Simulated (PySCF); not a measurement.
## Electron correlation in Ne²⁺ (neon, charge +2)

[He] 2s2 2p4, high-spin 3P determinant. All numbers are calculated (PySCF 2.14, the non-relativistic Hamiltonian (point nucleus), in aug-cc-pVDZ (4s3p2d, 23 functions)). Frozen: 1s2; 6 electrons correlated.

MP2 pair energies summed by pair of shells (mhartree):

```csv
pair,energy,share (%)
2p-2p,-45.78,46.9
2s-2p,-44.66,45.7
2s-2s,-7.20,7.4
```

Total MP2 correlation energy: -97.64 mhartree.

Same-spin part -23.17 and opposite-spin part -74.46 mhartree; SCS-MP2 scales them by 1/3 and 6/5 to -97.08 mhartree.

```json
{"level": "CCSD", "correlation energy (mhartree)": "-111.03"}
{"level": "(T)", "correlation energy (mhartree)": "-0.87"}
{"level": "CCSD(T)", "correlation energy (mhartree)": "-111.90"}
```

Diagnostics: T1 = 0.0036, D1 = 0.0060, largest double amplitude 0.025.

**Question.** Is a single reference adequate?

**Answer.** Yes: T1 lies below 0.03 and no double amplitude reaches 0.07.
